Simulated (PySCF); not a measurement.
Löwdin shares of the frontier orbitals

Compound: C5H9NO.
Structure used (GFN2-xTB), in Å, numbered top down from 1:
```
atom  x, y, z in Å
C1    -2.550    0.705   -0.108
C2    -1.973   -0.664   -0.167
C3    -0.673   -0.956   -0.106
C4     0.400    0.050    0.025
O5     0.221    1.252    0.100
N6     1.648   -0.493    0.056
C7     2.836    0.309    0.189
H8    -3.620    0.691   -0.296
H9    -2.056    1.354   -0.828
H10   -2.364    1.145    0.871
H11   -2.678   -1.481   -0.259
H12   -0.354   -1.989   -0.153
H13    1.762   -1.492   -0.004
H14    2.518    1.350    0.227
H15    3.502    0.166   -0.665
H16    3.374    0.062    1.107
```

Computed, not measured: TDDFT B3LYP/def2-SVPD, vertical, gas phase, core orbitals frozen in the response in PySCF.

Frontier orbitals with the atoms that hold most of them (Löwdin shares over 4%, at most four atoms; ? is withheld):

```
orbital  ε (eV)                             atoms
 LUMO+2    0.90   C7 16%, C2 15%, H11 13%, C1 10%
 LUMO+1    0.24  H13 20%, C7 15%, C3 13%, H12 11%
   LUMO   -1.06                                 ?
   HOMO       ?      O5 56%, N6 12%, C4 8%, C3 8%
 HOMO-1   -7.04                                 ?
 HOMO-2   -7.41     C3 27%, O5 24%, C2 23%, C4 8%
 HOMO-3  -10.04    C1 26%, C2 25%, H11 13%, H9 8%
```

Task: Which atoms hold the LUMO, and with what shares?

Result: C2 (bonded to 2 C and H) 30%; C3 (bonded to 2 C and H) 19%; C4 (bonded to C, N and O) 14%; O5 (bonded to C) 11%. By element: carbon 64% or more, oxygen 11%.

Task: Give the leading atoms of the HOMO-1.

Result: N6 (bonded to 2 C and H) 37%; O5 (bonded to C) 23%; C3 (bonded to 2 C and H) 8%; C4 (bonded to C, N and O) 7%. By element: nitrogen 37%, oxygen 23%, carbon 15% or more.

Task: What is the HOMO energy, and the HOMO–LUMO gap?

Result: ε(HOMO) = -6.98 eV; the gap is 5.92 eV (0.2176 hartree).

Task: The HOMO–LUMO gap is 5.92 eV. Where does the response calculation put the lowest singlet, and from which orbitals?

Result: S1 is at 4.57 eV (f = 0.0001), 1.35 eV below the gap, made of HOMO→LUMO (82%), HOMO-1→LUMO (16%). Without the coupling terms of the response equations the lowest excitation would equal the gap.

Task: Give energy, strength and leading configuration of S1, S2, S3, S4, S5 and S6, and follow the Löwdin shares of the leading atoms from the occupied to the empty orbital.

Result: 
- S1 (4.57 eV, f 0.0001), HOMO→LUMO (82%): O5 56% → 11%, N6 12% → at most 11%, C2 at most 9% → 30%, C3 8% → 19%
- S2 (5.50 eV, f 0.153), HOMO-1→LUMO (75%): N6 37% → at most 11%, O5 23% → 11%, C2 at most 8% → 30%, C3 8% → 19%
- S3 (6.14 eV, f 0.352), HOMO-2→LUMO (87%): C3 27% → 19%, O5 24% → 11%, C2 23% → 30%
- S4 (6.23 eV, f 0.0014), HOMO-1→LUMO+1 (72%): N6 37% → at most 11%, O5 23% → at most 11%, H13 at most 8% → 20%, C7 at most 8% → 15%
- S5 (6.41 eV, f 0.0045), HOMO→LUMO+1 (73%): O5 56% → at most 11%, N6 12% → at most 11%, H13 at most 9% → 20%, C7 at most 9% → 15%
- S6 (6.74 eV, f 0.0056), HOMO-2→LUMO+1 (89%): C3 27% → 13%, O5 24% → at most 11%, H13 at most 8% → 20%, C7 at most 8% → 15%

Löwdin shares depend on the basis, the more so with diffuse functions.

One conformer stands for the species.
